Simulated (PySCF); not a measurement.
## K (potassium, neutral) across methods

[Ar] 4p1, 2P determinant (an excited configuration). All numbers are calculated (PySCF 2.14, scalar relativity by spin-free X2C-1e, in x2c-QZVPPall (11s7p4d3f, 73 functions)).

```json
{"method": "r2SCANh", "E (hartree)": "-602.145", "mean ε 3p α (eV)": "-21.500", "mean ε 3p β (eV)": "-21.481", "mean ε 4p α (eV)": "-1.717", "Σ⟨r²⟩ (bohr²)": "68.35", "⟨S²⟩": "0.750"}
{"method": "LDA", "E (hartree)": "-600.431", "mean ε 3p α (eV)": "-20.216", "mean ε 3p β (eV)": "-20.186", "mean ε 4p α (eV)": "-1.596", "Σ⟨r²⟩ (bohr²)": "67.41", "⟨S²⟩": "0.750"}
{"method": "TPSS", "E (hartree)": "-602.202", "mean ε 3p α (eV)": "-20.350", "mean ε 3p β (eV)": "-20.325", "mean ε 4p α (eV)": "-1.583", "Σ⟨r²⟩ (bohr²)": "67.37", "⟨S²⟩": "0.750"}
{"method": "wB97X-V", "E (hartree)": "-602.096", "mean ε 3p α (eV)": "-24.919", "mean ε 3p β (eV)": "-24.892", "mean ε 4p α (eV)": "-2.707", "Σ⟨r²⟩ (bohr²)": "71.65", "⟨S²⟩": "0.750"}
{"method": "PBE0", "E (hartree)": "-602.014", "mean ε 3p α (eV)": "-22.220", "mean ε 3p β (eV)": "-22.185", "mean ε 4p α (eV)": "-1.954", "Σ⟨r²⟩ (bohr²)": "68.41", "⟨S²⟩": "0.750"}
{"method": "r2SCAN", "E (hartree)": "-602.147", "mean ε 3p α (eV)": "-20.757", "mean ε 3p β (eV)": "-20.742", "mean ε 4p α (eV)": "-1.603", "Σ⟨r²⟩ (bohr²)": "67.94", "⟨S²⟩": "0.750"}
{"method": "UHF", "E (hartree)": "-601.41175", "mean ε 3p α (eV)": "-27.421", "mean ε 3p β (eV)": "-27.374", "mean ε 4p α (eV)": "-2.602", "Σ⟨r²⟩ (bohr²)": "76.01", "⟨S²⟩": "0.750"}
```

(1) Estimate the same row for PBE.

Results:

(1) E (hartree) = -601.973; mean ε 3p α (eV) = -20.131; mean ε 3p β (eV) = -20.100; mean ε 4p α (eV) = -1.641; Σ⟨r²⟩ (bohr²) = 66.94; ⟨S²⟩ = 0.750.
